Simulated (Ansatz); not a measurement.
Reaction (redistribution): `[F][Hf]([F])([SH])[Cl]` + `C[O][Cd][OH]` → `[OH][Hf]([F])([SH])[Cl]` + `C[O][Cd][F]`

Calculated with Ansatz (gas phase, PBE0-D4/def2-TZVP geometries, no zero-point term in ΔE). CCSD(T)/CBS adds triple-zeta CCSD(T) − MP2 to the extrapolated MP2 energy (def2 sets, frozen cores). DFT in def2-TZVPP. Elements past krypton have def2 core potentials. For Cd, Hf outer-core shells are correlated without core-valence functions, which leaves a few kJ/mol of doubt a bond. One conformer a species, not always the lowest.

CCSD(T)/CBS gives +1.8 kcal/mol.

**Question.** Another level gave +2.3 kcal/mol. Which?
A. B97M-V/def2-TZVPP
B. BHLYP/def2-TZVPP
C. HF/def2-TZVPP
D. BLYP/def2-TZVPP

**Answer.** A. B97M-V 2.3, BLYP 3.3, BHLYP 0.9, HF/def2-TZVPP -1.3 kcal/mol.

Largest T1 diagnostic among the species: 0.018.

From BLYP to BHLYP (50 % exact exchange), in def2-TZVPP and without D4, ΔE moves by −2.5 kcal/mol. In def2-TZVPP, CCSD(T) changes the Hartree–Fock value by +3.9 kcal/mol (the triples alone add +0.7 kcal/mol) and MP2 by +4.6 kcal/mol. At CCSD(T), def2-SVP lies −0.8 kcal/mol from the extrapolated value and def2-TZVPP +0.8 kcal/mol.
